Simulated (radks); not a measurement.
Values are calculated unless marked as measured or tabulated.
Problem. Li, 3 electrons, occupied as [He] 2p1 (not the ground configuration). Level of theory: non-relativistic Kohn-Sham, RPBE, spin-polarised, spherical densities, point nucleus; open shells are filled with parallel spins first (a radial shooting solver on a logarithmic mesh with Libxc functionals). Some entries of the table are withheld. Estimate them.

orbital,occ.,eigenvalue (eV),<r^2> (bohr^2)
1s up,1,(1),0.4614
1s down,1,(2),0.4604
2s up,0,-3.6296,17.42
2p up,1,-1.7862,(3)

Solution. 
(1) 1s up eigenvalue (eV): -53.3465
(2) 1s down eigenvalue (eV): -53.2363
(3) 2p up <r^2> (bohr^2): 27.01
